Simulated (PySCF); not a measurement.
**Nb(NH2)4: what the settings change**

The complex Nb(NH2)4 (charge 0) contains Nb(IV), shell d1. The structure is a PBE0-D3(BJ)/def2-TZVP geometry optimised for multiplicity 2; coordination tetrahedral, point group D2d, metal–donor distances 1.99 Å.

The d shell alone is too small an active space for Nb(NH2)4 (an active orbital has only 0.59 squared overlap with the free ion's shell): its levels, fitted parameters, g values and moments show what this model gives and aren't sound predictions.

```
13

Nb    0.0000    0.0000    0.0000
N     1.0791    1.1795    1.1795
H     1.5019    0.8869    2.0515
H     1.5019    2.0515    0.8869
N     1.0791   -1.1795   -1.1795
H     1.5019   -0.8869   -2.0515
H     1.5019   -2.0515   -0.8869
N    -1.0791   -1.1795    1.1795
H    -1.5019   -2.0515    0.8869
H    -1.5019   -0.8869    2.0515
N    -1.0791    1.1795   -1.1795
H    -1.5019    2.0515   -0.8869
H    -1.5019    0.8869   -2.0515
```

Method (PySCF 2.14, density fitting): CASSCF(1,5) with orbitals averaged over all microstates of the shell, strongly contracted NEVPT2 on the averaged canonical orbitals; basis x2c-TZVPall on the metal, x2c-SVPall elsewhere; spin-free X2C; gas phase; spin-orbit coupling by state interaction with the mean-field operator over all roots.

Base run: NEVPT2 ground state 2B1 (from 2E), next 2A1 (from 2E) at 16271, then 2E (from 2T2) at 21130 cm⁻¹, 10Dq(NEVPT2) 15568, ζ 412 cm⁻¹, g 1.906 1.968 1.968, μeff(300 K) 1.70 μB.

(1) What happens with the basis x2c-TZVPall on all atoms?

Charge-transfer states lie outside this active space and may come lower than some of these levels. NEVPT2 lifts 2A1 (from 2E) from 14002 to 16271 cm⁻¹; on the d shell alone such lifts tend to overshoot. NEVPT2 on the d shell alone tends to put d–d bands too high for such charged or covalently bound ions.

Results:

(1) NEVPT2 ground state 2B1 (from 2E), next 2A1 (from 2E) at 15732, then 2E (from 2T2) at 20077 cm⁻¹, 10Dq(NEVPT2) 14654, ζ 412 cm⁻¹, g 1.903 1.967 1.967, μeff(300 K) 1.70 μB. It took 18 s against 9.1 s on a shared host of the same kind.
